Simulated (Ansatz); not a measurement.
One geometry of Sn(vinyl)H3 (C₂H₆Sn), several levels of theory.

```yaml
crystal:
  periodic: [false, false, false]
  atoms:
    - {symbol: Sn, position_ang: [-0.178557, 0.316682, -1.368576]}
    - {symbol: C, position_ang: [-0.198499, 0.312620, 0.765090]}
    - {symbol: C, position_ang: [0.370478, -0.633180, 1.507284]}
    - {symbol: H, position_ang: [-0.705495, 1.135269, 1.266436]}
    - {symbol: H, position_ang: [0.892947, -1.482760, 1.074428]}
    - {symbol: H, position_ang: [0.340666, -0.603587, 2.594812]}
    - {symbol: H, position_ang: [1.430267, 0.313956, -1.940722]}
    - {symbol: H, position_ang: [-0.980602, 1.713615, -1.932221]}
    - {symbol: H, position_ang: [-0.971206, -1.072606, -1.966522]}
basis:
  gaussian: {orbitals: def2-SVP, initial_orbitals: start.molden}
hamiltonian: {xc: pbe, dispersion: d4}
scf: {omitted_lower_state_checks: [starts]}
output: {orbitals: {seedname: orbitals}}
```

The file start.molden holds the orbitals of an earlier run on this structure, at another level or in another basis.

```sh
$ ansatz run in.yaml --threads 4 --pin off --events-out ev --progress --plain --max-ram 3916MiB
```

Shortened log:

```
Functional definition: PBE
955 factors; their error is unknown
mean field evaluation 1: about -7996.2811 eV, gradient 2.6e1 eV
mean field evaluation 2: about -7996.5009 eV, gradient 3.6e-1 eV
mean field evaluation 4: about -7996.4741 eV, gradient 1.9e-1 eV
mean field -7996.47417495 eV, -293.8650057246 hartree, gradient 6.7e-5 eV, S^2 0.000000; 0 other end points of the search recorded, 0 dependent functions left out
reference -7996.47421453 eV, -293.8650071791 hartree; 20, 20 occupied and 64, 64 virtual orbitals, 955 factors
Total energy: -7996.63312938 eV, -293.8708471921 hartree
Checks for a lower state left out: starts
```

Run time 0.55 s (4 threads of Arm Neoverse V1 on a shared host).

First input, but with `hamiltonian: {xc: pbe0, dispersion: d4}` (abridged; 0.65 s):

```
Functional definition: PBE0
mean field -7997.24227158 eV, -293.8932327549 hartree, gradient 1.4e-5 eV, S^2 0.000000
Total energy: -7997.37640824 eV, -293.8981621864 hartree
Checks for a lower state left out: starts
```

Geometry: r2SCAN-D4/def2-TZVP.

In the def2 sets Sn takes a core potential; there is no spin–orbit coupling.
